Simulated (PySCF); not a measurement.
Isomers of C6H13PS. Method: PBE0-D3(BJ)/def2-SVP geometry optimisation, gas phase (PySCF). One conformer each; no zero-point energy, no entropy. No frequencies were run at this level. Point groups hold within 0.08 Å.

Task: Order them by energy at this level, lowest first, and give relative energies in kcal/mol.
A. `[CH3:1][C@@H:2]1[CH2:3][CH2:4][P@@H:5](=[S:6])[C@@H:7]1[CH3:8]` with C1–C2–C3–C4 -75°, C2–C3–C4–P5 -33°, C3–C4–P5–S6 -119°, C4–P5–C7–C8 152°
B. `[CH2:1]=[CH:2][P@@:3]([CH3:4])(=[S:5])[CH:6]([CH3:7])[CH3:8]` with C1–C2–P3–C4 -126°, C2–P3–C6–C7 -64°
C. `[CH3:1][CH2:2][P:3]1[CH2:4][CH2:5][S:6][CH2:7][CH2:8]1` with C1–C2–P3–C4 -175°, C2–P3–C4–C5 163°, P3–C4–C5–S6 -69°, C4–C5–S6–C7 60°, C5–S6–C7–C8 -60°

Result: A (0.0), B (12.4), C (15.9).

| SMILES | E (Eh) | E rel (kcal/mol) | dipole (D) | point group | A, B, C (MHz) |
| --- | --- | --- | --- | --- | --- |
| C[C@@H]1CC[P@@H](=S)[C@@H]1C | -975.10826 | 0.0 | 4.90 | C1 | 2277, 1085, 845.5 |
| C=C[P@@](C)(=S)C(C)C | -975.08853 | 12.4 | 4.35 | C1 | 1605, 1173, 1083 |
| CCP1CCSCC1 | -975.08298 | 15.9 | 1.41 | C1 | 2976, 861.2, 733.1 |

Task: How do the relative energies change in single points at PBE0/pcSseg-1 (no added dispersion term) on the same geometries?

Result: 
```json
{"SMILES": "C[C@@H]1CC[P@@H](=S)[C@@H]1C", "PBE0-D3(BJ)/def2-SVP (kcal/mol)": "0.0", "PBE0/pcSseg-1 (kcal/mol)": "0.0", "shift": "0.0"}
{"SMILES": "C=C[P@@](C)(=S)C(C)C", "PBE0-D3(BJ)/def2-SVP (kcal/mol)": "12.4", "PBE0/pcSseg-1 (kcal/mol)": "11.1", "shift": "-1.3"}
{"SMILES": "CCP1CCSCC1", "PBE0-D3(BJ)/def2-SVP (kcal/mol)": "15.9", "PBE0/pcSseg-1 (kcal/mol)": "16.0", "shift": "+0.1"}
```

Each column counts from its own lowest isomer. The order is unchanged; the largest shift is 1.3 kcal/mol.

Task: As an exercise, what shares would exp(−E/RT) give at 2000 K from these electronic energies alone (no entropy, no degeneracies)?

Result: RT = 3.974 kcal/mol: C[C@@H]1CC[P@@H](=S)[C@@H]1C 94.1 %, C=C[P@@](C)(=S)C(C)C 4.2 %, CCP1CCSCC1 1.7 %.
